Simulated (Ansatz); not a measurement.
Ansatz (a program for electronic structure) input (LC-wPBE/def2-TZVPD):

Ansatz 0.2 input:
```yaml
crystal:
  periodic: [false, false, false]
  atoms:
    - {symbol: C, position_ang: [-2.33644562, -0.14940499, 0.02358706]}
    - {symbol: C, position_ang: [-0.94417253, 0.32471425, -0.17080488]}
    - {symbol: C, position_ang: [0.10409051, -0.69663651, 0.25708875]}
    - {symbol: C, position_ang: [1.52724300, -0.23258993, 0.11755027]}
    - {symbol: O, position_ang: [1.86415128, 0.85251551, -0.27996505]}
    - {symbol: H, position_ang: [-3.15541657, 0.30913564, -0.51243491]}
    - {symbol: H, position_ang: [-2.57959490, -0.86001202, 0.80274531]}
    - {symbol: H, position_ang: [-0.76904890, 1.25468609, 0.39141814]}
    - {symbol: H, position_ang: [-0.77619698, 0.60505425, -1.21473956]}
    - {symbol: H, position_ang: [-0.03562917, -0.99364503, 1.30479096]}
    - {symbol: H, position_ang: [0.00756673, -1.62907340, -0.31297138]}
    - {symbol: H, position_ang: [2.29081734, -0.98276636, 0.41638456]}
basis:
  gaussian:
    orbitals: def2-TZVPD
hamiltonian:
  xc: {name: LC-wPBE}
magnetization: {spin_polarized: true, initial_magnetization: 1}
output: {forces: true}
```

Output:

```
Functional definition: LC-wPBE
integrals: 0.19 GiB planned
1237 factors; their error is unknown
integrals: 0.23 GiB planned
605 factors; integrals over basis functions are off by at most 4.0e-5 eV
mean field: 2.27 GiB planned
mean field evaluation 1: about -6300.2894 eV, gradient 3.7e1 eV
mean field evaluation 2: about -6300.4979 eV, gradient 4.0e1 eV
mean field evaluation 4: about -6305.7371 eV, gradient 1.9e0 eV
mean field evaluation 8: about -6305.7656 eV, gradient 6.3e-2 eV
mean field evaluation 16: about -6305.7092 eV, gradient 8.8e-4 eV
mean field -6305.70915379 eV, -231.7305372387 hartree, gradient 3.1e-5 eV, S^2 0.755292; 0 other end points of the search recorded, 0 dependent functions left out
the calculation of the forces begins
reference -6305.70915380 eV, -231.7305372391 hartree; 20, 19 occupied and 231, 232 virtual orbitals, 1237 factors
Total energy: -6305.70915380 eV, -231.7305372391 hartree
Atom 0 at    -2.336446    -0.149405     0.023587 Å, force     0.099148     0.013359     0.001253 eV/Å
Atom 1 at    -0.944173     0.324714    -0.170805 Å, force     0.194277    -0.047780     0.067903 eV/Å
Atom 2 at     0.104091    -0.696637     0.257089 Å, force    -0.075248     0.124213    -0.054855 eV/Å
Atom 3 at     1.527243    -0.232590     0.117550 Å, force    -0.055890     0.197264    -0.078093 eV/Å
Atom 4 at     1.864151     0.852516    -0.279965 Å, force    -0.127773    -0.343100     0.124056 eV/Å
Atom 5 at    -3.155417     0.309136    -0.512435 Å, force    -0.012080     0.020396    -0.018861 eV/Å
Atom 6 at    -2.579595    -0.860012     0.802745 Å, force     0.005216    -0.022931     0.021705 eV/Å
Atom 7 at    -0.769049     1.254686     0.391418 Å, force    -0.034417    -0.074949    -0.025855 eV/Å
Atom 8 at    -0.776197     0.605054    -1.214740 Å, force    -0.003999    -0.030955     0.025673 eV/Å
Atom 9 at    -0.035629    -0.993645     1.304791 Å, force     0.015517     0.036986    -0.045363 eV/Å
Atom 10 at     0.007567    -1.629073    -0.312971 Å, force     0.017197     0.055468     0.007709 eV/Å
Atom 11 at     2.290817    -0.982766     0.416385 Å, force    -0.021948     0.072029    -0.025272 eV/Å
Dipole moment:    -0.237167    -0.440230     0.179450 e Å
```

It need not be the lowest isomer of its formula.
